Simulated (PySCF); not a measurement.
Computed with TPSSh-D3(BJ)/def2-TZVP // TPSS-D3(BJ)/def2-SVP (PySCF). Gas-phase values, no solvent. 

Reference species: [Cd(F)2] (neutral, multiplicity 1).

| Property | Value |
|---|---|
| coordination number | 2 |
| charge on the central atom (Mulliken) | 1.07 e |

Changed species: [Cd(Cl)(F)] (1 of 2 Cl replaced by F; the reference has 2 of 2 Cl replaced by F).

Problem. What does the change do to the coordination number and charge on the central atom (Mulliken)?

Solution. the coordination number is nearly the same; the charge on the central atom (Mulliken) decreases by 0.13 e, to 0.94 e.
